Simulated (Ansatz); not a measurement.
A geometry relaxed with B3LYP-D3(BJ)/def2-TZVP run with Ansatz (a first-principles code), charge 0, multiplicity 1:

```xyz
11

H     -1.2920    -1.2468    -0.7413
C      2.0361     0.6436     0.2755
H      2.7916     1.3083     0.6583
H     -2.3265    -0.8367     0.6280
H     -2.4125     0.1120    -0.8487
C     -1.7222    -0.4143    -0.1814
H      2.1243    -1.2822    -0.9699
C      0.6467     0.3007     0.1378
C     -0.6478     0.4955     0.3406
H     -0.9537     1.3618     0.9168
C      1.7559    -0.4420    -0.4069
```

### Question
Write the SMILES of this molecule.

### Answer
`CC=C1C=C1`
